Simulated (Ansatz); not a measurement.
Gas-phase electronic energies from Ansatz, PBE0-D4/def2-TZVP geometries. CCSD(T)/CBS is the MP2 limit (def2-TZVPP, def2-QZVPP) plus CCSD(T) − MP2 in def2-TZVPP, frozen cores. DFT in def2-TZVPP. Elements past krypton have def2 core potentials. For Sn, Zn outer-core shells are correlated without core-valence functions, which leaves a few kJ/mol of doubt a bond. Scalar relativity is left out up to krypton. Each species was taken in one conformer, which may not be the lowest.

Reaction (substitution at a C–Sn bond): `[CH3][SnH]([Cl])[O][SiH3]` + `C[NH][ZnH]` → `C[N](C)[ZnH]` + `[SiH3][O][SnH2][Cl]`

| level | ΔE (kcal/mol) |
| --- | --- |
| B97M-V | 14.5 |
| revPBE | 16.7 |
| HF/def2-SVP | 11.5 |
| MP2/def2-SVP | 11.8 |

(1) What does CCSD(T)/CBS give? (Estimate.)

Largest T1 diagnostic among the species: 0.015.

## Answers

(1) Computed: +18.2 kcal/mol. The listed levels differ from it by -3.7, -1.5, -6.7, -6.4 kcal/mol.

Leaving LDA and LC-ωPBE aside and taking each functional with its dispersion term where it has one, the values, not all of them listed here, spread over 2.3 kcal/mol, from B97M-V to B2PLYP. LDA lies −2.6 kcal/mol from PBE without D4. In def2-TZVPP, CCSD(T) changes the Hartree–Fock value by +1.1 kcal/mol (the triples alone add +0.0 kcal/mol) and MP2 by +2.4 kcal/mol. At CCSD(T), def2-SVP lies −7.7 kcal/mol from the extrapolated value and def2-TZVPP −1.4 kcal/mol.

CCSD(T)/CBS has its own doubt, a few kJ/mol and more with outer-core shells, so smaller differences from it don't rank the levels.
